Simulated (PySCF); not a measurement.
C2H5NO2Si, SMILES O=C/N=C/O[SiH3].

Coordinates come from a r2SCAN-D4/def2-SVP optimisation. The structure was generated by enumeration; whether it is a known compound was not checked. Other conformers were not sampled.

Level of theory: ωB97X/def2-TZVP in PySCF.

Gas-phase values at a fixed geometry.

**Question.** Estimate the frontier levels, gap, dipole moment and polarisability. (The exact figures need the calculation; the answer reports its results.)

**Answer.** 
highest occupied level: -10.29 eV
lowest empty level: 0.61 eV
orbital gap: 10.90 eV
dipole moment: 2.66 D
quadrupole, principal values (traceless, Buckingham form, about the centre of nuclear charge): -8.83, 4.25, 4.57 D·Å
mean static polarisability: 62.9 bohr³ (9.32 Å³)
polarisability, principal values: 46.1, 58.4, 84.2 bohr³
